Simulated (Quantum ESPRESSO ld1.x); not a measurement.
Problem. Er XV, 54 electrons, occupied as [Kr] 4d10 4f5 5s1 5d2 (not the ground configuration). All-electron calculation, scalar-relativistic Kohn-Sham, LDA (Slater exchange, VWN5 correlation), spin-polarised, spherical densities, point nucleus; open shells are filled with parallel spins first. Program: ld1.x of Quantum ESPRESSO 7.5. Some entries of the table are withheld. Estimate them.

orbital,occ.,eigenvalue (Ry),<r^2> (bohr^2)
1s up,1,-4237.6538,0.0005685
1s down,1,-4237.6377,0.0005685
2s up,1,-732.2793,0.008847
2s down,1,-732.2344,0.008846
2p up,3,-650.6994,0.007194
2p down,3,-650.6620,0.007193
3s up,1,-183.3870,0.05815
3s down,1,-183.1094,0.05805
3p up,3,-158.5718,0.05850
3p down,3,-158.2951,0.05839
3d up,5,-127.4136,0.04880
3d down,5,-127.1878,0.04866
4s up,1,-55.0895,0.2805
4s down,1,-54.5760,0.2806
4p up,3,-46.7245,0.3121
4p down,3,-46.2185,0.3121
4d up,5,(1),0.3516
4d down,5,(2),0.3513
4f up,5,-23.0207,0.4035
5s up,1,(3),1.152
4f down,0,-22.4831,0.4027
5s down,0,(4),1.155
5d up,2,-16.1009,(5)
5d down,0,-15.5506,(6)

Solution. 
(1) 4d up eigenvalue (Ry): -35.5162
(2) 4d down eigenvalue (Ry): -35.0080
(3) 5s up eigenvalue (Ry): -22.8218
(4) 5s down eigenvalue (Ry): -22.2359
(5) 5d up <r^2> (bohr^2): 1.663
(6) 5d down <r^2> (bohr^2): 1.698
